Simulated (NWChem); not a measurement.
System: borazine (B3N3H6); SMILES B1NBNBN1

The following NWChem deck was run.

```
start job
memory heap 200 mb stack 900 mb global 1100 mb
geometry units angstroms noautoz
  B     -1.418179    -0.281445     0.000000
  N     -0.453072    -1.332801     0.000000
  B      0.952828    -1.087457     0.000000
  N      1.380775     0.274029     0.000000
  B      0.465351     1.368902     0.000000
  N     -0.927704     1.058772     0.000000
  H     -2.604869    -0.517206     0.000000
  H     -0.778373    -2.290438     0.000000
  H      1.750348    -1.997279     0.000000
  H      2.372764     0.471128     0.000000
  H      0.854521     2.514485     0.000000
  H     -1.594391     1.819310     0.000000
end
basis spherical
  B library def2-svp
  N library def2-svp
  H library def2-svp
end
dft
  xc xpbe96 cpbe96
  iterations 150
  mulliken
end
task dft energy
```

NWChem printed, in part:

```
             Northwest Computational Chemistry Package (NWChem) 7.3.0
             --------------------------------------------------------

 D3H symmetry detected

                             Geometry "geometry" -> ""
                             -------------------------

 Output coordinates in angstroms (scale by  1.889725989 to convert to a.u.)

  No.       Tag          Charge          X              Y              Z
 ---- ---------------- ---------- -------------- -------------- --------------
    1 B                    5.0000     1.02236092     1.02236092     0.00000000
    2 N                    7.0000    -0.36434077     1.35973827     0.00000000
    3 B                    5.0000    -1.39657099     0.37421007     0.00000000
    4 N                    7.0000    -0.99539750    -0.99539750     0.00000000
    5 B                    5.0000     0.37421007    -1.39657099     0.00000000
    6 N                    7.0000     1.35973827    -0.36434077     0.00000000
    7 H                    1.0000     1.87787676     1.87787676     0.00000000
    8 H                    1.0000    -0.62610520     2.33665641     0.00000000
    9 H                    1.0000    -2.56522736     0.68735060     0.00000000
   10 H                    1.0000    -1.71055121    -1.71055121     0.00000000
   11 H                    1.0000     0.68735060    -2.56522736     0.00000000
   12 H                    1.0000     2.33665641    -0.62610520     0.00000000

 Effective nuclear repulsion energy (a.u.)     197.9348819255

      Symmetry information
      --------------------

 Group name             D3h
 Group number             27
 Group order              12
 No. of unique centers     4

  pbe96 is a nonlocal functional; adding pw91lda local functional.

                                 NWChem DFT Module
                                 -----------------

 Summary of "ao basis" -> "ao basis" (spherical)
 ------------------------------------------------------------------------------
       Tag                 Description            Shells   Functions and Types
 ---------------- ------------------------------  ------  ---------------------
 B                          def2-svp                 6       14   3s2p1d
 N                          def2-svp                 6       14   3s2p1d
 H                          def2-svp                 3        5   2s1p

      Symmetry analysis of basis
      --------------------------

        a1'        20
        a1"         2
        a2'         8
        a2"         8
        e'         56
        e"         20

  Rotation of axis

            General Information
            -------------------
          SCF calculation type: DFT
          Wavefunction type:  closed shell.
          No. of atoms     :    12
          No. of electrons :    42
           Alpha electrons :    21
            Beta electrons :    21
          Charge           :     0
          Spin multiplicity:     1
          Use of symmetry is: on ; symmetry adaption is: on
          Maximum number of iterations: 150
          AO basis - number of functions:   114
                     number of shells:    54
          Convergence on energy requested:  1.00D-06
          Convergence on density requested:  1.00D-05
          Convergence on gradient requested:  5.00D-04

              XC Information
              --------------
          PerdewBurkeErnzerhof Exchange Functional  1.000
            Perdew 1991 LDA Correlation Functional  1.000 local
           PerdewBurkeErnz. Correlation Functional  1.000 non-local

             Grid Information
             ----------------
          Grid used for XC integration:  medium
          Radial quadrature: Mura-Knowles
          Angular quadrature: Lebedev.
          Tag              B.-S. Rad. Rad. Pts. Rad. Cut. Ang. Pts.
          ---              ---------- --------- --------- ---------
          B                   0.85       49          11.0       434
          N                   0.65       49          11.0       434
          H                   0.35       45          12.0       434
          Grid pruning is: on
          Number of quadrature shells:   188
          Spatial weights used:  Erf1

      Superposition of Atomic Density Guess
      -------------------------------------

 Sum of atomic energies:        -239.24020283

      Non-variational initial energy
      ------------------------------

 Total energy =    -242.980724
 1-e energy   =    -713.111105
 2-e energy   =     272.195499
 HOMO         =      -0.392890
 LUMO         =       0.035251

      Symmetry analysis of molecular orbitals - initial
      -------------------------------------------------

  Numbering of irreducible representations:

     1 a1'         2 a1"         3 a2'         4 a2"         5 e'
     6 e"

  Orbital symmetries:

     1 a1'         2 e'          3 e'          4 a1'         5 e'
     6 e'          7 a1'         8 e'          9 e'         10 e'
    11 e'         12 a1'        13 e'         14 e'         15 a2'
    16 a1'        17 a2"        18 e'         19 e'         20 e"
    21 e"         22 e"         23 e"         24 a1'        25 a2"
    26 e'         27 e'         28 a1'        29 e'         30 e'
    31 a2'

     ---------------------------------------------
      Total Density - Mulliken Population Analysis
     ---------------------------------------------

    Atom       Charge   Shell Charges
 -----------   ------   -------------------------------------------------------
    1 B    5     4.78   1.99  0.86  0.16  1.30  0.34  0.12
    2 N    7     7.45   1.99  1.04  0.37  2.61  1.44  0.01
    3 B    5     4.78   1.99  0.86  0.16  1.30  0.34  0.12
    4 N    7     7.45   1.99  1.04  0.37  2.61  1.44  0.01
    5 B    5     4.78   1.99  0.86  0.16  1.30  0.34  0.12
    6 N    7     7.45   1.99  1.04  0.37  2.61  1.44  0.01
    7 H    1     1.03   0.72  0.30  0.01
    8 H    1     0.74   0.59  0.10  0.05
    9 H    1     1.03   0.72  0.30  0.01
   10 H    1     0.74   0.59  0.10  0.05
   11 H    1     1.03   0.72  0.30  0.01
   12 H    1     0.74   0.59  0.10  0.05

   convergence    iter        energy       DeltaE   RMS-Dens  Diis-err
 ---------------- ----- ----------------- --------- --------- ---------
 d= 0,ls=0.0,diis     1   -242.0564135204 -4.40D+02  1.22D-02  7.85D-01
 d= 0,ls=0.0,diis     2   -241.9732090438  8.32D-02  7.12D-03  1.61D+00
 d= 0,ls=0.0,diis     3   -242.1506323256 -1.77D-01  1.40D-03  7.36D-02
 d= 0,ls=0.0,diis     4   -242.1588490445 -8.22D-03  2.40D-04  6.05D-04
 d= 0,ls=0.0,diis     5   -242.1589393068 -9.03D-05  4.59D-05  1.59D-05
  Resetting Diis
 d= 0,ls=0.0,diis     6   -242.1589414697 -2.16D-06  1.32D-05  3.35D-06
 d= 0,ls=0.0,diis     7   -242.1589419379 -4.68D-07  1.27D-06  1.16D-08

         Total DFT energy =     -242.158941937904
      One electron energy =     -718.928139898082
           Coulomb energy =      313.776400412331
    Exchange-Corr. energy =      -34.942084377625
 Nuclear repulsion energy =      197.934881925471

 Numeric. integr. density =       41.999845374557

                  Occupations of the irreducible representations
                  ----------------------------------------------

                     irrep           alpha         beta
                     --------     --------     --------
                     a1'               5.0          5.0
                     a1"               0.0          0.0
                     a2'               1.0          1.0
                     a2"               1.0          1.0
                     e'               12.0         12.0
                     e"                2.0          2.0

                       DFT Final Molecular Orbital Analysis
                       ------------------------------------

 Vector   19  Occ=2.000000D+00  E=-2.778307D-01  Symmetry=e'
              MO Center= -6.1D-01, -6.1D-01,  2.1D-15, r^2= 4.6D+00
   Bfn.  Coefficient  Atom+Function         Bfn.  Coefficient  Atom+Function
  ----- ------------  ---------------      ----- ------------  ---------------
    95      0.269539   9 H  s               105     -0.269533  11 H  s
    32      0.234856   3 B  px               61     -0.234848   5 B  py
    46     -0.188967   4 N  px               47      0.188965   4 N  py
    96      0.189504   9 H  s               106     -0.189499  11 H  s
    33     -0.153750   3 B  py               60      0.153755   5 B  px

 Vector   20  Occ=2.000000D+00  E=-2.487540D-01  Symmetry=e"
              MO Center=  7.4D-02, -4.7D-01,  1.7D-15, r^2= 2.7D+00
   Bfn.  Coefficient  Atom+Function         Bfn.  Coefficient  Atom+Function
  ----- ------------  ---------------      ----- ------------  ---------------
    48      0.401539   4 N  pz               76     -0.378114   6 N  pz
    51     -0.303201   4 N  pz               79      0.285513   6 N  pz
     6     -0.180094   1 B  pz               34      0.169587   3 B  pz
     9      0.103057   1 B  pz               37     -0.097045   3 B  pz
    69     -0.030719   5 B  d  1

 Vector   21  Occ=2.000000D+00  E=-2.487540D-01  Symmetry=e"
              MO Center= -7.4D-02,  4.7D-01, -2.6D-15, r^2= 2.7D+00
   Bfn.  Coefficient  Atom+Function         Bfn.  Coefficient  Atom+Function
  ----- ------------  ---------------      ----- ------------  ---------------
    20      0.450133   2 N  pz               23     -0.339894   2 N  pz
    76     -0.245353   6 N  pz               48     -0.204780   4 N  pz
    62     -0.201888   5 B  pz               79      0.185266   6 N  pz
    51      0.154629   4 N  pz               65      0.115529   5 B  pz
    34      0.110043   3 B  pz                6      0.091845   1 B  pz

 Vector   22  Occ=0.000000D+00  E=-1.579592D-02  Symmetry=e"
              MO Center= -5.4D-01,  1.8D-01,  5.8D-14, r^2= 3.9D+00
   Bfn.  Coefficient  Atom+Function         Bfn.  Coefficient  Atom+Function
  ----- ------------  ---------------      ----- ------------  ---------------
    37      0.556003   3 B  pz               34     -0.484607   3 B  pz
    79      0.313942   6 N  pz                9     -0.292593   1 B  pz
    65     -0.263411   5 B  pz                6      0.255021   1 B  pz
    76     -0.254980   6 N  pz               62      0.229586   5 B  pz
    51     -0.165210   4 N  pz               23     -0.148732   2 N  pz

 Vector   23  Occ=0.000000D+00  E=-1.579592D-02  Symmetry=e"
              MO Center=  5.4D-01, -1.8D-01, -9.5D-17, r^2= 3.9D+00
   Bfn.  Coefficient  Atom+Function         Bfn.  Coefficient  Atom+Function
  ----- ------------  ---------------      ----- ------------  ---------------
    65     -0.489937   5 B  pz                9      0.473089   1 B  pz
    62      0.427024   5 B  pz                6     -0.412339   1 B  pz
    23     -0.276638   2 N  pz               51      0.267125   4 N  pz
    20      0.224683   2 N  pz               48     -0.216956   4 N  pz
    39     -0.026579   3 B  d -1             81      0.025793   6 N  d -1

 Vector   24  Occ=0.000000D+00  E= 4.208725D-02  Symmetry=a1'
              MO Center= -1.9D-16, -5.2D-16,  1.3D-16, r^2= 8.7D+00
   Bfn.  Coefficient  Atom+Function         Bfn.  Coefficient  Atom+Function
  ----- ------------  ---------------      ----- ------------  ---------------
    91      0.789532   8 H  s               101      0.789532  10 H  s
   111      0.789532  12 H  s                17     -0.671205   2 N  s
    45     -0.671205   4 N  s                73     -0.671205   6 N  s
    22     -0.234620   2 N  py               77     -0.234620   6 N  px
    49      0.171753   4 N  px               50      0.171753   4 N  py

     ---------------------------------------------
      Total Density - Mulliken Population Analysis
     ---------------------------------------------

    Atom       Charge   Shell Charges
 -----------   ------   -------------------------------------------------------
    1 B    5     5.14   1.98  0.80  0.12  1.67  0.45  0.11
    2 N    7     6.98   1.99  1.00  0.33  2.49  1.17  0.01
    3 B    5     5.14   1.98  0.80  0.12  1.67  0.45  0.11
    4 N    7     6.98   1.99  1.00  0.33  2.49  1.17  0.01
    5 B    5     5.14   1.98  0.80  0.12  1.67  0.45  0.11
    6 N    7     6.98   1.99  1.00  0.33  2.49  1.17  0.01
    7 H    1     1.01   0.74  0.26  0.01
    8 H    1     0.87   0.73  0.09  0.05
    9 H    1     1.01   0.74  0.26  0.01
   10 H    1     0.87   0.73  0.09  0.05
   11 H    1     1.01   0.74  0.26  0.01
   12 H    1     0.87   0.73  0.09  0.05

     -------------------------------------------
      Total Density - Lowdin Population Analysis
     -------------------------------------------

    Atom       Charge   Shell Charges
 -----------   ------   -------------------------------------------------------
    1 B    5     5.15   1.96  0.50  0.24  1.51  0.67  0.27
    2 N    7     6.90   1.97  0.68  0.38  2.25  1.59  0.03
    3 B    5     5.15   1.96  0.50  0.24  1.51  0.67  0.27
    4 N    7     6.90   1.97  0.68  0.38  2.25  1.59  0.03
    5 B    5     5.15   1.96  0.50  0.24  1.51  0.67  0.27
    6 N    7     6.90   1.97  0.68  0.38  2.25  1.59  0.03
    7 H    1     1.04   0.64  0.37  0.03
    8 H    1     0.90   0.59  0.19  0.12
    9 H    1     1.04   0.64  0.37  0.03
   10 H    1     0.90   0.59  0.19  0.12
   11 H    1     1.04   0.64  0.37  0.03
   12 H    1     0.90   0.59  0.19  0.12

     Multipole analysis of the density
     ---------------------------------

     L   x y z        total         alpha         beta         nuclear
     -   - - -        -----         -----         ----         -------
     0   0 0 0     -0.000000    -21.000000    -21.000000     42.000000

     1   1 0 0     -0.000000     -0.000000     -0.000000      0.000000
     1   0 1 0      0.000000     -0.000000     -0.000000      0.000000
     1   0 0 1     -0.000000     -0.000000     -0.000000      0.000000

     2   2 0 0    -25.102760   -112.260294   -112.260294    199.417828
     2   1 1 0     -0.000000     -0.000000     -0.000000      0.000000
     2   1 0 1      0.000000      0.000000      0.000000      0.000000
     2   0 2 0    -25.102760   -112.260294   -112.260294    199.417828
     2   0 1 1     -0.000000     -0.000000     -0.000000      0.000000
     2   0 0 2    -27.885236    -13.942618    -13.942618      0.000000
```

Level: PBE/def2-SVP. Geometry: optimised at PBE0/def2-SVP.
